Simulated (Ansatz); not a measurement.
Basis sets compared for Ge(SiH3)2H2 (Si2GeH8). Total charge 0; singlet. Geometry PBE-D4/def2-SVP. Ansatz on 4 threads of Arm Neoverse V2 on a shared host; times are rough, and most runs start from earlier orbitals.

Cartesian coordinates in Å:
```
Ge 0.573 -0.119 0.802
Si 1.161 1.190 -1.114
H 1.177 0.314 -2.339
H 2.518 1.819 -0.949
H 0.141 2.279 -1.315
Si -1.592 -1.100 0.511
H -1.589 -1.979 -0.711
H -2.617 -0.015 0.319
H -1.980 -1.929 1.705
H 0.576 0.778 2.072
H 1.631 -1.238 1.019
```

The 6-31G sets use Cartesian d functions.

Binding counts from free atoms (Ge triplet, Si triplet, H doublet) in the same basis, without a counterpoise term.

| level | functions | energy (Eh) | HOMO (eV) | LUMO (eV) | binding per atom (eV) | wall time |
| --- | --- | --- | --- | --- | --- | --- |
| HF/STO-3G | 44 | -2627.6433 | -8.04 | 10.09 | 3.32 | 0.15 s |
| HF/6-31G | 71 | -2657.4054 | -10.27 | 3.05 | 1.91 | 0.35 s |
| HF/def2-TZVP | 170 | -2657.9038 | -10.29 | 2.90 | 2.18 | 1 s |
| PBE-D4/def2-SVP | 108 | -2659.7111 | -6.89 | -0.73 | 2.80 | 0.75 s |
| PBE-D4/def2-TZVP | 170 | -2660.1795 | -6.89 | -0.97 | 2.81 | 1.3 s |
| r2SCAN-D4/def2-TZVP | 170 | -2660.7409 | -7.14 | -0.69 | 2.86 | 2.5 s |
| PBE0-D4/def2-SVP | 108 | -2659.8356 | -7.97 | 0.05 | 2.81 | 1.1 s |
| PBE0-D4/def2-TZVP (with forces) | 170 | -2660.3003 | -7.92 | -0.16 | 2.82 | 2.5 s |

Problem. Estimate the rows for PBE-D4/def2-TZVPD, r2SCAN-D4/def2-TZVPD, PBE0-D4/def2-TZVPD.

Solution. 
| level | functions | energy (Eh) | HOMO (eV) | LUMO (eV) | binding per atom (eV) | wall time |
| --- | --- | --- | --- | --- | --- | --- |
| PBE-D4/def2-TZVPD | 212 | -2660.1803 | -6.89 | -1.06 | 2.81 | 1.9 s |
| r2SCAN-D4/def2-TZVPD | 212 | -2660.7418 | -7.13 | -0.72 | 2.86 | 4 s |
| PBE0-D4/def2-TZVPD | 212 | -2660.3011 | -7.92 | -0.30 | 2.82 | 2.6 s |
